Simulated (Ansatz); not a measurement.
Cost and result up the ladder for Cr(NH)2(OH)2 (CrN2O2H4) (9 atoms). Charge 0, multiplicity 1. Geometry: B3LYP-D4/def2-SVP.

```xyz
9

Cr   -0.0495   -0.0963   -0.0489
N     0.4407    1.1898   -0.8613
N     0.2227    0.1008    1.5136
O     0.8581   -1.5249   -0.5622
O    -1.7835   -0.2779   -0.3478
H     0.8948    2.1067   -0.8536
H     0.5474    0.7053    2.2727
H     1.1002   -1.4790   -1.5001
H    -2.2308   -0.7243    0.3877
```

Ansatz on 2 threads of Arm Neoverse V1 on a shared host. Times are rough, and most runs start from the orbitals of an earlier one. No level here is sound enough to serve as a yardstick. Binding counts from free atoms at the same level (Cr septet, N quartet, O triplet, H doublet; other spins of the atoms weren't run), without zero-point energy or a counterpoise term.

No other spin state of charge 0 was run. Another isomer (singlet) lies 1.18 eV lower at PBE0-D4/def2-TZVP; other spin states weren't run for this one.

Run but left out: BHLYP-D4/def2-TZVP (restricted singlet, unstable in another Hartree–Fock run and untested here); MP2/def2-TZVP, CCSD(T)/def2-SVP (restricted singlet, unstable towards broken spin symmetry).

| level | functions | wall time | binding energy per atom (eV) | remarks |
| --- | --- | --- | --- | --- |
| PBE-D4/def2-SVP | 107 | 2 s | 3.77 | restricted SCF unstable in HF |
| PBE0-D4/def2-SVP | 107 | 2.7 s | 3.26 | restricted SCF unstable in HF |
| revPBE-D4/def2-TZVP | 193 | 3.5 s | 3.61 | restricted SCF unstable in HF |
| PBE-D4/def2-TZVP (with forces) | 193 | 4.2 s | 3.76 | restricted SCF unstable in HF |
| BLYP-D4/def2-TZVP | 193 | 4.2 s | 3.74 | restricted SCF unstable in HF |
| PBE0-D4/def2-TZVP | 193 | 4.9 s | 3.28 | restricted SCF unstable in HF |
| r2SCAN-D4/def2-TZVP | 193 | 7 s | 3.49 | restricted SCF unstable in HF |
